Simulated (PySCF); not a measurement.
C4H4N, SMILES C1C=C[N]C=1 (connectivity only; charge and spin as stated), charge -1, multiplicity 1.

The structure is a stationary point at B3LYP-D3(BJ)/def2-SVPD. The spin state was assumed, not searched. The isomer is the one that the SMILES or the coordinates give; other isomers of the formula were not compared.

These are PBE/def2-SVPD run with PySCF values and carry that method's errors.

Symmetry labels are those of the subgroup C2v that the program uses (full group C2v).

Computed valence orbital energies around the gap with their symmetry:
```json
[
 {"orbital": "HOMO−7", "symmetry": "A1", "energy (eV)": "-6.57"},
 {"orbital": "HOMO−6", "symmetry": "B2", "energy (eV)": "-3.88"},
 {"orbital": "HOMO−5", "symmetry": "B2", "energy (eV)": "-3.48"},
 {"orbital": "HOMO−4", "symmetry": "B1", "energy (eV)": "-3.45"},
 {"orbital": "HOMO−3", "symmetry": "A1", "energy (eV)": "-3.37"},
 {"orbital": "HOMO−2", "symmetry": "A1", "energy (eV)": "-0.14"},
 {"orbital": "HOMO−1", "symmetry": "B1", "energy (eV)": "0.24"},
 {"orbital": "HOMO", "symmetry": "A2", "energy (eV)": "0.76"},
 {"orbital": "LUMO", "symmetry": "A1", "energy (eV)": "4.78"},
 {"orbital": "LUMO+1", "symmetry": "B2", "energy (eV)": "5.13"},
 {"orbital": "LUMO+2", "symmetry": "A1", "energy (eV)": "5.32"},
 {"orbital": "LUMO+3", "symmetry": "B2", "energy (eV)": "5.80"}
]
```
